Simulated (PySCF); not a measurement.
Sc+ (scandium, charge +1): UHF calculation

Configuration: [Ar] 3d1 4s1, high-spin 3D determinant. All numbers are calculated (PySCF 2.14, the spin-free X2C one-electron Hamiltonian (Gaussian nucleus), in x2c-QZVPPall (11s7p5d3f2g, 96 functions)).

| Quantity | Value |
| --- | --- |
| Total energy | -763.098423 hartree |
| One-electron energy | -1039.6996 hartree |
| Hartree (Coulomb) energy | 314.8373 hartree |
| Exchange energy | -38.2361 hartree |
| ⟨S²⟩ | 2.0020 |
| ⟨L²⟩ | 6.023 |
| Sum of ⟨r⟩ | 16.94 bohr |
| Sum of ⟨r²⟩ | 30.27 bohr² |
| Traceless quadrupole moment −½Σ⟨3z² − r²⟩ along its main axis | 0.716 e·bohr² |
| Langevin diamagnetic susceptibility | -24.0 ×10⁻⁶ cm³/mol |

```csv
shell,electrons,mean orbital energy (eV),spread (eV),"rms radius, mean of both spins (bohr)"
1s α,1,-4546.5,0,0.0844
1s β,1,-4546.4,0,0.0844
2s α,1,-531.21,0,0.370
2s β,1,-530.73,0,0.370
2p α,3,-433.87,0.056,0.340
2p β,3,-433.48,0.486,0.340
3s α,1,-78.206,0,1.15
3s β,1,-76.377,0,1.15
3p α,3,-50.705,1.090,1.27
3p β,3,-48.678,1.537,1.27
3d α,1,-16.380,0,1.85
4s α,1,-12.295,0,3.68
```

Densities and radii are taken from the X2C orbitals without a picture-change correction, which distorts them close to the nucleus.

Spin-orbit constants ζ (cm⁻¹) from the X2C one-electron operator on these orbitals: bare nucleus, nucleus screened by l(l+1)(2l+1)/3 electrons, and screened by the Breit-Pauli mean field of the electrons.

```
shell   bare  screened nucleus  mean field
   2p  26900             24340       23180
   3p   2770              2506        2367
   3d  178.2             93.32       77.62
```

To first order the Landé constant is A = 38.81 cm⁻¹, so the lowest level has J = 1 and lies 0.0144 eV below the centre of the term. This holds in LS coupling only.
